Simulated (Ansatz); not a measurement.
Cost and result for the atomization energy of CH$_{9}$NOSi$_{2}$ (`CO[SiH](N)[SiH3]`) (14 atoms, 13 bonds).

```xyz
14

C     1.030   -0.985    1.745
O     0.568   -1.180    0.430
Si   -0.646   -0.275   -0.232
N    -1.205   -0.929   -1.703
Si    0.111    1.902   -0.674
H     0.209   -1.025    2.472
H     1.542   -0.023    1.856
H     1.738   -1.781    1.981
H    -1.784   -0.281    0.733
H    -1.760   -1.770   -1.718
H    -0.666   -0.830   -2.548
H     0.927    1.916   -1.921
H    -1.028    2.844   -0.853
H     0.965    2.417    0.433
```

The species carries charge 0 and has multiplicity 1. Geometry: relaxed with PBE0-D4/def2-TZVP. It is one conformer, not always the lowest. Program: Ansatz. Hardware: A = 2 threads of a server CPU on a shared host; B = 2 threads of an AMD EPYC 7R13 on a shared host and a share of an NVIDIA H100 80 GB. Times are those of one run each, without the atoms' runs, and a repeat can differ threefold. Electronic energies, without spin–orbit coupling; frozen cores. CCSD(T)/CBS adds CCSD(T) − MP2 in def2-TZVPP to the MP2 limit, and its time is that of the two runs behind it. T1 = 0.012. B3LYP takes the VWN-RPA correlation (the form of Gaussian; ORCA's B3LYP/G). HSE06 is the plane-wave form, built on full-range PBE exchange.

CCSD(T)/CBS is a level of theory with its own doubt, some kJ/mol a heavy atom from the limit and from the frozen cores, so smaller differences don't rank the functionals.

```tsv
level	functions	wall time
PBE-D4/def2-TZVPP (with forces) [A]	303	4.2 s
PBE0-D4/def2-TZVPP [A]	303	5.5 s
HSE06-D4/def2-TZVPP [A]	303	6.5 s
MP2/def2-QZVPP [B]	581	7 s
r2SCANh-D4/def2-TZVPP [A]	303	8.5 s
B3LYP-D4/def2-TZVPP (with forces) [A]	303	9 s
CCSD(T)/def2-TZVPP [B]	303	10 s
B2PLYP/def2-TZVPP [A]	303	11 s
PBE-QIDH/def2-TZVPP [A]	303	11 s
CCSD(T)/def2-SVP [A]	123	11 s
ωB97X-V/def2-TZVPP [A]	303	13 s
CCSD(T)/CBS(def2)	–	17 s
ωB97M-V/def2-TZVPP (with forces) [A]	303	19 s
```

Task: What atomization energy does each give, and how far from CCSD(T)/CBS? (Estimate.)

Result: Ansatz gave: 
```json
{"level": "PBE-D4/def2-TZVPP (with forces) [A]", "atomization (kJ/mol)": "4848.5", "difference from CCSD(T)/CBS": "20.2", "per bond": "1.6"}
{"level": "PBE0-D4/def2-TZVPP [A]", "atomization (kJ/mol)": "4784.5", "difference from CCSD(T)/CBS": "-43.8", "per bond": "-3.4"}
{"level": "HSE06-D4/def2-TZVPP [A]", "atomization (kJ/mol)": "4787.3", "difference from CCSD(T)/CBS": "-41.0", "per bond": "-3.1"}
{"level": "MP2/def2-QZVPP [B]", "atomization (kJ/mol)": "4798.6", "difference from CCSD(T)/CBS": "-29.7", "per bond": "-2.3"}
{"level": "r2SCANh-D4/def2-TZVPP [A]", "atomization (kJ/mol)": "4784.2", "difference from CCSD(T)/CBS": "-44.1", "per bond": "-3.4"}
{"level": "B3LYP-D4/def2-TZVPP (with forces) [A]", "atomization (kJ/mol)": "4826.4", "difference from CCSD(T)/CBS": "-1.9", "per bond": "-0.1"}
{"level": "CCSD(T)/def2-TZVPP [B]", "atomization (kJ/mol)": "4691.6", "difference from CCSD(T)/CBS": "-136.7", "per bond": "-10.5"}
{"level": "B2PLYP/def2-TZVPP [A]", "atomization (kJ/mol)": "4761.4", "difference from CCSD(T)/CBS": "-66.9", "per bond": "-5.1"}
{"level": "PBE-QIDH/def2-TZVPP [A]", "atomization (kJ/mol)": "4754.7", "difference from CCSD(T)/CBS": "-73.6", "per bond": "-5.7"}
{"level": "CCSD(T)/def2-SVP [A]", "atomization (kJ/mol)": "4481.9", "difference from CCSD(T)/CBS": "-346.4", "per bond": "-26.6"}
{"level": "ωB97X-V/def2-TZVPP [A]", "atomization (kJ/mol)": "4849.4", "difference from CCSD(T)/CBS": "21.1", "per bond": "1.6"}
{"level": "CCSD(T)/CBS(def2)", "atomization (kJ/mol)": "4828.3", "difference from CCSD(T)/CBS": "0.0", "per bond": "0.0"}
{"level": "ωB97M-V/def2-TZVPP (with forces) [A]", "atomization (kJ/mol)": "4831.3", "difference from CCSD(T)/CBS": "3.0", "per bond": "0.2"}
```

From BLYP to BHLYP (50 % exact exchange), in def2-TZVPP and without D4, the atomization energy moves by −63.7 kJ/mol: exact exchange takes away binding that semilocal exchange gives to molecules. Leaving LDA and LC-ωPBE aside and taking each functional with its dispersion term where it has one, the values, not all of them listed here, spread over 135.4 kJ/mol, from BHLYP-D4 to CAM-B3LYP-D4. LDA lies +620.2 kJ/mol from PBE without D4, its usual overbinding. The D4 term adds +47.4 kJ/mol with B3LYP and +25.3 kJ/mol with PBE0; it sums over pairs of atoms, weighted by their polarisabilities, and B3LYP, whose exchange is more repulsive, gets the larger term.
